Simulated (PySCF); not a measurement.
Two species compared at the same levels of theory.

First species: C5H10.
SMILES with atom numbers: `[CH2:1]=[CH:2][CH:3]([CH3:4])[CH3:5]` (hydrogens: H6, H7 on C1; H8 on C2; H9 on C3; H10, H11, H12 on C4; H13, H14, H15 on C5)

Structure used (GFN2-xTB), in Å, numbered top down from 1:
```xyz
15
C5H10 angstrom
C      2.2393   -0.1209   -0.2289
C      1.0597   -0.2353    0.3504
C     -0.2430    0.1370   -0.2918
C     -0.9293    1.2370    0.5202
C     -1.1470   -1.0932   -0.3906
H      2.3425    0.2594   -1.2326
H      3.1530   -0.4005    0.2679
H      0.9807   -0.6207    1.3593
H     -0.0461    0.5129   -1.3012
H     -0.2911    2.1151    0.5890
H     -1.8669    1.5273    0.0512
H     -1.1422    0.8862    1.5279
H     -1.3617   -1.4857    0.6013
H     -0.6641   -1.8749   -0.9727
H     -2.0884   -0.8357   -0.8712
```

Second species: C7H8Cl2.
Atom-mapped SMILES: `[CH2:1]=[C:2]([CH3:3])[C@@:4]1([Cl:5])[C@@H:6]2[C@@H:7]([Cl:8])[C@H:9]12` (hydrogens: H10, H11 on C1; H12, H13, H14 on C3; H15 on C6; H16 on C7; H17 on C9)

Cartesian coordinates in Å at the GFN2-xTB level; atoms count from 1:
```xyz
17
C7H8Cl2 angstrom
C     -1.375    1.605   -0.495
C     -1.092    0.338   -0.235
C     -2.104   -0.662    0.230
C      0.283   -0.204   -0.424
Cl     0.326   -1.212   -1.915
C      1.494    0.581   -0.059
C      2.431   -0.574    0.069
Cl     3.836   -0.347    1.096
C      1.102   -0.633    0.744
H     -2.371    1.992   -0.370
H     -0.630    2.297   -0.848
H     -2.138   -1.503   -0.462
H     -1.829   -1.052    1.209
H     -3.091   -0.212    0.291
H      1.637    1.615    0.167
H      2.663   -1.210   -0.775
H      0.851   -0.807    1.768
```

Levels: PBE0/pcSseg-1 for dipole moment, HOMO energy, LUMO energy and HOMO–LUMO gap; GFN2-xTB for rotational constant A and rotational constant C. Geometries: GFN2-xTB. Each species is one conformer at its optimised geometry, gas phase, non-relativistic unless stated; the electronic structure was computed with PySCF and density fitting.

The conformers computed, where there is a choice (atom-mapped SMILES and torsion angles):
- `[CH2:1]=[CH:2][CH:3]([CH3:4])[CH3:5]`: C1–C2–C3–C4 -119°
- `[CH2:1]=[C:2]([CH3:3])[C@@:4]1([Cl:5])[C@@H:6]2[C@@H:7]([Cl:8])[C@H:9]12`: C1–C2–C4–Cl5 -105°

Values for the first species:

```
Dipole moment         : 0.33 D
HOMO energy           : -7.41 eV
LUMO energy           : 0.54 eV
HOMO–LUMO gap         : 7.95 eV
Rotational constant A : 7.615 GHz
Rotational constant C : 2.788 GHz
```

Q: Estimate the same properties for the second species, and the change in each.

A: 
| property | first | second | second less first |
| --- | --- | --- | --- |
| dipole moment | 0.33 D | 2.48 D | +2.15 D |
| HOMO energy | -7.41 eV | -7.78 eV | -0.37 eV |
| LUMO energy | 0.54 eV | -0.46 eV | -1.00 eV |
| HOMO–LUMO gap | 7.95 eV | 7.32 eV | -0.63 eV |
| rotational constant A | 7.615 GHz | 2.145 GHz | -5.470 GHz |
| rotational constant C | 2.788 GHz | 0.598 GHz | -2.190 GHz |

On the first: The dipole equals about 1.1 × 10⁻³⁰ C·m (1 D = 3.33564 × 10⁻³⁰ C·m).

On the second: In atomic units the dipole is 0.97 e·bohr (1 au = 2.5417 D).
